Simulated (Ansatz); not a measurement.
Cartesian coordinates in Å:
```
C -1.314 -2.129 1.991
N -0.870 -1.262 1.218
Al -0.215 -0.062 0.144
C 1.301 0.472 -0.945
C 0.354 1.664 -1.220
O -0.853 1.413 -0.463
H -1.889 -3.000 1.639
H -1.165 -2.083 3.082
H 1.538 -0.120 -1.830
H 2.228 0.748 -0.444
H 0.098 1.745 -2.281
H 0.788 2.614 -0.893
```

Total charge 0; spin multiplicity 1.

Problem. List the ωB97M-V/def2-TZVPP orbital energies in eV (Ansatz). (Best estimate.)

Solution. Computed: Occupied: -1531.62, -524.96, -394.35, -283.34, -282.45, -280.73, -116.27, -75.90, -75.78, -75.76, -29.84, -27.81, -22.74, -19.93, -19.10, -16.03, -15.75, -15.44, -14.99, -13.62, -12.62, -12.46, -10.63, -10.08, -9.90, -9.13. Lowest empty: 0.84, 1.60, 1.88, 2.92, 2.99, 3.56, 3.94, 4.69.
